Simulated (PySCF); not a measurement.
Question: Give a PBE0-D3(BJ)/def2-SVP geometry of `C[N]=[Mo-]12([O]CC[O]1)[O]CC[O]2` ([Mo(NMe)(eg)2]-) [radical]. (Charge -1 and doublet state.)

Answer: 
```xyz
22
C5H11MoNO4 angstrom
Mo    -0.0076   -0.0019   -0.0449
N      0.0015   -0.0199    1.6812
C      0.0054   -0.0310    3.0845
H     -1.0141   -0.1623    3.5010
H      0.6256   -0.8555    3.4917
H      0.4055    0.9117    3.5110
O      1.8802    0.1141   -0.6617
C      2.3743    1.4067   -0.6877
C      1.2634    2.3159   -1.2094
O      0.0604    1.8634   -0.6900
H      3.2837    1.4807   -1.3248
H      2.6726    1.7456    0.3327
H      1.2487    2.2777   -2.3232
H      1.4521    3.3775   -0.9336
O     -1.9027   -0.1075   -0.6392
C     -2.3945   -1.3997   -0.6938
C     -1.2878   -2.2934   -1.2509
O     -0.0795   -1.8514   -0.7354
H     -3.3108   -1.4595   -1.3225
H     -2.6816   -1.7663    0.3202
H     -1.2869   -2.2285   -2.3637
H     -1.4720   -3.3616   -0.9986
```

Orientation and origin are arbitrary. Atoms count from 1 in this order. Mo1 (molybdenum bonded to N and 4 O) is square pyramidal (τ5 = (β − α)/60° = 0.07 from the two widest angles, 144.6° and 140.5° (0 for a square pyramid, 1 for a trigonal bipyramid)). All 4 C–O bonds measure 1.384 to 1.386 Å.

Bonds between heavy atoms (Å): Mo1–N2 1.726, Mo1–O7 1.989, Mo1–O10 1.975, Mo1–O15 1.989, Mo1–O18 1.976, N2–C3 1.403, O7–C8 1.384, C8–C9 1.527, C9–O10 1.386, O15–C16 1.384, C16–C17 1.528, C17–O18 1.386.

Level of theory: PySCF 2.14.0, PBE0-D3(BJ)/def2-SVP geometry optimisation, gas phase, def2 core potentials past Kr.

Stationary, but not proved a minimum. ⟨S²⟩ = 0.758 (exact for a doublet: 0.75). Torsions: Mo1–O7–C8–C9 -40°, O7–C8–C9–O10 38°, C8–C9–O10–Mo1 -20°, Mo1–O15–C16–C17 -40°, O15–C16–C17–O18 38°.

Caution for open-shell metal species: one SCF solution and one stationary point were followed, and a lower state or a bent or distorted shape isn't ruled out.
